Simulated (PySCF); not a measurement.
# How the method changes the shape and vibrations of BF2H2Si cation

All numbers below are calculated, not measured. The program is PySCF 2.14.0, an open-source quantum chemistry code, run on an isolated molecule that a program drew, which may never have been made. The molecule is BF2H2Si cation (charge +1, singlet), drawn as the SMILES string `B[Si+](F)F`.

The geometry was optimised and harmonic frequencies were computed with HF and MP2, all in the cc-pV(D+d)Z basis, for the commonest isotopes, with a restricted reference for singlets and an unrestricted one otherwise, and a frozen core in MP2. Each result is a local minimum of its method.

Geometry at the HF minimum:
```xyz
6
BF2H2Si cation, angstrom
B     1.3718    1.2096   -0.7761
Si    2.6322   -0.0256    0.2740
F     3.0940    0.2616    1.7249
F     3.2175   -1.3385   -0.3045
H     0.2136    0.9881   -0.6573
H     1.8961    2.0528   -1.4234
```

Lengths of the bonds as drawn, in Å (atoms numbered as above):
| bond | HF | MP2 |
|---|---|---|
| B1-Si2 | 2.053 | 2.042 |
| Si2-F3 | 1.549 | 1.574 |
| Si2-F4 | 1.549 | 1.574 |
| B1-H5 | 1.185 | 1.195 |
| B1-H6 | 1.185 | 1.195 |

Rotational constants, in GHz:
| constant | HF | MP2 |
|---|---|---|
| A | 7.671 | 7.312 |
| B | 5.653 | 5.704 |
| C | 3.354 | 3.302 |

Harmonic frequencies in cm^-1, each column in rising order, so a row needn't be the same motion in every method:
| rank | HF | MP2 |
|---|---|---|
| 1 | 118 | 127 |
| 2 | 171 | 159 |
| 3 | 242 | 227 |
| 4 | 315 | 296 |
| 5 | 554 | 559 |
| 6 | 721 | 682 |
| 7 | 936 | 902 |
| 8 | 1001 | 950 |
| 9 | 1112 | 1071 |
| 10 | 1191 | ? |
| 11 | 2768 | 2696 |
| 12 | 2919 | 2846 |

**Estimate the missing MP2 frequency from the HF column.**

A single factor s that minimises the squared misfit of MP2 against s times HF over the other rows is sum(HF x MP2) / sum(HF^2) = 0.9716, with an rms misfit of 13 cm^-1. For rank 10 it gives 0.9716 x 1191 = 1157 cm^-1. The calculation gives 1133 cm^-1, 24 cm^-1 below the estimate. The drawn bonds are on average 0.9 % longer in MP2 than in HF.
